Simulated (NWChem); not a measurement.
System: InSiH3F2; SMILES [SiH3][In]([F])[F]

Results from NWChem. Medium grid unless said otherwise, to which SCAN and Minnesota functionals are sensitive. All runs use the structure optimised with PBE0/def2-SVP. def2 effective core potentials on In; no spin-orbit coupling. Total energies of different functionals are on different scales.

```csv
level,energy (Ha),highest occupied level (eV),orbital gap (eV),dipole (D)
B3LYP/def2-SVP,-681.0013,?,?,?
PBE/def2-SVP,-680.5715,-7.37,4.86,4.31
M05-2X/def2-SVP,-680.8156,-10.05,8.89,4.88
TPSSh/def2-SVP,-680.8607,-8.07,5.94,4.39
M06-L/def2-SVP,-681.0415,-7.68,5.39,4.43
M06/def2-SVP,-680.9056,-8.80,6.73,4.94
B97-D/def2-SVP,-681.1934,-7.40,4.93,4.48
```

Q: Fill in the missing entries.

A: 
- B3LYP/def2-SVP, highest occupied level (eV): -8.53
- B3LYP/def2-SVP, orbital gap (eV): 6.46
- B3LYP/def2-SVP, dipole (D): 4.62
